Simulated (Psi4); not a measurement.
C₂H₄Cl (SMILES C[CH-]Cl), charge -1, singlet, geometry from GFN2-xTB (a gas-phase anion, which may not be bound at this level). Base run: SVWN/3-21G run with Psi4 1.11.

The Psi4 input:
```
memory 2 GB

molecule mol {
-1 1
  C    -0.042363    0.943018    0.116436
  C     1.460687    0.703025   -0.003663
  Cl   -0.807666   -0.778354    0.014588
  H    -0.369318    1.357038   -0.879022
  H     1.947383    1.686893   -0.015681
  H     1.833947    0.158331    0.870838
  H     1.808367    0.153491   -0.900761
}

set basis 3-21g
set reference rks

energy('svwn')
print_variables()
```

The base run was repeated with changes; each row names its change, and settings that it needs were set with it.

| change | basis functions | E (Eh) | core-seconds (rough) |
|---|---|---|---|
| base | 39 | -534.53543 | 4 |
| basis = STO-3G | 23 | -531.04924 | 3 |
| basis = 6-31G | 39 | -537.12094 | 4 |
| basis = cc-pVDZ | 66 | -537.19186 | 5 |
| basis = 6-31G** | 69 | -537.17024 | 5 |
| basis = cc-pV(D+d)Z | 71 | -537.19344 | 5 |
| basis = aug-cc-pVDZ | 109 | -537.22411 | 8 |
| basis = 6-311+G(2d,p) | 113 | -537.25530 | 6 |
| basis = pcseg-2 | 150 | -537.26657 | 9 |
| basis = cc-pVTZ | 150 | -537.25709 | 10 |
| basis = def2-TZVPP | 160 | -537.25354 | 9 |
| basis = aug-cc-pVTZ | 234 | -537.26799 | 20 |
| basis = cc-pVQZ | 289 | -537.27160 | 30 |

Totals compare only among sets that treat the same electrons; sets with core potentials leave the core out.

A gas-phase anion may not be bound at this level; its values then depend on the basis.
